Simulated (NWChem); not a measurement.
# Correlation energy of Se

```
Se
```
Charge 0, spin multiplicity 3.

The numbers come from NWChem runs, not from measurements.

Basis set: def2-QZVP. Each correlation energy counts from its own Hartree-Fock reference.

The Hamiltonian is non-relativistic. The correlated methods keep 9 core orbitals frozen. No SCF solution was tested for a lower state. Open-shell Hartree-Fock references start from PBE0 orbitals. Coupled-cluster values serve here as a point of comparison, not as the truth.

```json
[
 {"method": "CCSD(T) on ROHF", "correlation energy (mHa)": "-299.3"},
 {"method": "CCSD[T] on UHF", "correlation energy (mHa)": "-294.1"},
 {"method": "CCSD on ROHF", "correlation energy (mHa)": "?"},
 {"method": "CCSD on UHF", "correlation energy (mHa)": "-285.8"},
 {"method": "CCSD[T] on ROHF", "correlation energy (mHa)": "?"},
 {"method": "SCS-UMP2", "correlation energy (mHa)": "-260.2"},
 {"method": "UMP2", "correlation energy (mHa)": "-280.7"},
 {"method": "CCSD(T) on UHF", "correlation energy (mHa)": "?"}
]
```

### Question
Some entries are withheld; supply them.

### Answer

- CCSD on ROHF, correlation energy (mHa): -290.9
- CCSD[T] on ROHF, correlation energy (mHa): -299.6
- CCSD(T) on UHF, correlation energy (mHa): -293.7
